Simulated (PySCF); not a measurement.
C₅H₈O, SMILES OC1CC=CC1.

Geometry: B3LYP-D3(BJ)/def2-SVP. Other conformers were not sampled.

All values below come from B3LYP/def2-TZVP run with PySCF.

Isolated molecule, no solvent.

Computed frontier levels, gap, dipole moment and polarisability:
```yaml
highest_occupied_level: -6.98 eV
lowest_empty_level: 0.00 eV
orbital_gap: 6.98 eV
dipole_moment: 0.331 e·Å
quadrupole, principal values (traceless, Buckingham form, about the centre of nuclear charge): -7.18, 2.65, 4.53 D·Å
mean_static_polarisability: 60.8 bohr³ (9.01 Å³)
polarisability_principal_values: 51.9, 61.7, 68.8 bohr³
```
